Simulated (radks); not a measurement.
Task: The table gives one normalised radial function P(r) = r R(r) of Sm in [Xe] 4f6 6s1 7p1 (r in bohr). Method: scalar-relativistic Kohn-Sham, PBEsol, spin-unpolarised, spherical densities, finite nucleus; Fermi nuclear charge, rms radius 5.0819 fm; computed with a radial shooting solver on a logarithmic mesh with Libxc functionals.

r              P
0.001903   0.0025
0.002269   0.0034
0.002685   0.0046
0.003201   0.0062
0.003787   0.0082
0.004516   0.0111
0.005342   0.0147
0.00637    0.0197
0.007535   0.0259
0.008913   0.0339
0.01063    0.0446
0.01257    0.0575
0.01499    0.0740
0.01774    0.0929
0.02115    0.1158
0.02502    0.1399
0.02983    0.1658
0.03529    0.1884
0.04208    0.2054
0.04978    0.2099
0.05936    0.1954
0.07021    0.1572
0.08306    0.0918
0.09904   -0.0040
0.1172    -0.1114
0.1397    -0.2194
0.1653    -0.2895
0.1971    -0.2963
0.2331    -0.2185
0.278     -0.0512
0.3288     0.1557
0.3921     0.3545
0.4638     0.4534
0.5487     0.4104
0.6543     0.2047
0.774     -0.0999
0.9229    -0.4463
1.092     -0.7177
1.302     -0.8757
1.54      -0.8863
1.836     -0.7735
2.172     -0.5968
2.59      -0.3978
3.064     -0.2368
3.654     -0.1187
4.322     -0.0523
5.113     -0.0191
6.097     -0.0052
7.212     -0.0012
8.6       -0.0002
10.17     0.0000
12.13     0.0000
14.35     0.0000
17.11     0.0000
20.24     0.0000
24.14     0.0000
28.55     0.0000
34.05     0.0000
40.28      0.0000

Which n and l does it have? It may be an empty orbital.

Result: n = 5, l = 1: the number of nodes gives n - l - 1 = 3, the rise at small r (about r^(l+1), flatter next to the nucleus through relativity) gives l, and the extent must fit the shell. The curve is that of 5p. 5p: eigenvalue -27.024 eV, 3 radial nodes at r = 0.0984, 0.290, 0.735 bohr, <r> = 1.66 bohr, 90 % of the charge inside 2.43 bohr.
